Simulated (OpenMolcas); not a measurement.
Ni III.

```
Program             : OpenMolcas 26.06
Basis               : ANO-R3 [7s5p5d3f2g1h]
Scalar Hamiltonian  : X2C, finite nucleus
Active space        : 8 electrons in 6 orbitals (3d 4s)
State averaging     : 2S+1 = 3 even, 55 roots; 2S+1 = 5 even, 10 roots kept (CI in the orbitals of an earlier block); 2S+1 = 1 even, 50 roots kept (CI in the orbitals of an earlier block)
Spin-orbit coupling : RASSI with atomic mean-field integrals over the reference wave functions, term energies averaged over their components
```

Two sets of levels on these reference wave functions, in cm⁻¹ above 3d⁸ ³F₄: one from CASSCF and one from MS-CASPT2, IPEA 0.25 Eh, imaginary shift 0.1 Eh (closed shells correlated: 3s 3p).

```
        Level  Set 1  Set 2
      3d⁸ ³F₄    0.0    0.0
      3d⁸ ³F₃   1456   1461
      3d⁸ ³F₂   2460   2430
      3d⁸ ¹D₂  18140  13200
      3d⁸ ³P₂  21900  16760
      3d⁸ ³P₁  22310  17150
      3d⁸ ³P₀  22600  17420
   3d⁷ 4s ⁵F₅  27840  51300
      3d⁸ ¹G₄  28120  22720
   3d⁷ 4s ⁵F₄  28740  52210
   3d⁷ 4s ⁵F₃  29460  52930
   3d⁷ 4s ⁵F₂  29990  53450
   3d⁷ 4s ⁵F₁  30340  53800
3d⁷ 4s ³F₄(1)  37000  58310
3d⁷ 4s ³F₃(1)  38220  59530
3d⁷ 4s ³F₂(1)  39080  60380
```

**Question.** Which set is which?

**Answer.** Set 2 is MS-CASPT2. Its levels of the other terms of 3d⁸ lie at 0.73 to 0.81 of the other set's values, as expected, since terms of lower spin or lower L gain more correlation energy than the Hund ground term. Against 12 measured levels (Corliss and Sugar, J. Phys. Chem. Ref. Data 10, 197 (1981)) the mean absolute deviation is 1200 cm-1 with it and 13000 cm-1 without; single levels miss by up to 2500 cm-1 with it.

Term energies are means over components that CASPT2 splits; among the terms shown or strongly mixed into the levels shown the widest spread is 2700 cm-1 (3d⁸ ¹G, MS-CASPT2). Some levels mix across a computed gap that differs much from the measured one, so their mixing is not that of the real levels. Terms from blocks run as CI alone lack orbitals of their own. A single d shell beside an s shell can misplace configurations of different d count against each other. Without dynamic correlation excited terms often stand tens of per cent too high (terms of higher spin than the ground term too low), and those without a measured partner can miss by more than the paired ones (holds for CASSCF). Measured partners are found by configuration, term and J. A level has none where our copy of the source lacks it or the pairing is in doubt (some pairs that miss far off the trend of their configuration count as doubtful), and it then counts in no deviation. Only configurations of the active space appear. The table leaves out levels that lie high or whose names do not pair safely across all columns.

A number in round brackets counts repeated terms of one configuration in the order of the reference energies.
